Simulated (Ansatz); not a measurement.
The cluster Cu₅⁺, relaxed as a quintet with UKS PBE-D4/def2-SVP in Ansatz, starting from the PBE-D4/def2-SVP geometry of the charge +1 singlet. Force threshold 0.02 eV/Å.

The gap within one spin of the charge 1 quintet nearly closes, so an electron or hole may be smeared out by delocalisation error. At PBE-D4/def2-SVP a singlet of charge 1 lies 1.95 eV below the quintet, each at its own geometry. The structure comes from a short search, and lower isomers may exist.

Start:

```xyz
5

Cu    2.098   -1.087   -0.111
Cu   -1.025    2.052   -0.575
Cu    0.249   -2.196   -0.840
Cu    0.000    0.000    0.000
Cu   -1.322    1.231    1.526
```

(1) Estimate the energy that the relaxation releases and the steps that it takes.

(2) Does the start keep its bonding and symmetry?

(3) Predict the relaxed structure.

Results:

(1) 53.1 kcal/mol, in 22 steps; 1.8 min on 4 threads of Arm Neoverse V2 on a shared host. The force fell under the threshold at step 5, but the optimiser went on and released 1.879 eV more. No frequencies were taken in this run, so the end may be a saddle point.

(2) Bonds formed: Cu1–Cu5, Cu2–Cu3, Cu3–Cu5 (atoms count from 1). Point group D2d at the start, D3h at the end, both within 0.05 Å; within 0.015 Å the end is Cs.

(3) 
```xyz
5

Cu    1.4377   -1.0669    0.7121
Cu   -1.4154    1.0543   -0.7729
Cu   -0.4934   -1.1516   -0.6974
Cu    0.9631    0.8883   -0.5820
Cu   -0.4920    0.2759    1.3402
```
Bond lengths (bridged metal pairs left out): 9 × Cu–Cu 2.39 to 2.51 Å.
